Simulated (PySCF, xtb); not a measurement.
H3IPbSi, SMILES [SiH3][Pb][I] (connectivity only; charge and spin as stated), neutral, multiplicity 1.

GFN2-xTB (xtb) at its own geometry gives an orbital gap of 1.59 eV and a dipole moment of 7.43 D.

Geometry: PBE0-D3(BJ)/def2-SVP. The def2 effective core potentials stand for the cores of I, Pb; spin–orbit coupling is left out.

### Question
What does ωB97X/def2-TZVPD in PySCF give? (An estimate is asked for; the answer gives what the named calculation found.)

### Answer
gap 6.86 eV (levels -8.38 and -1.52 eV), dipole 3.68 D.
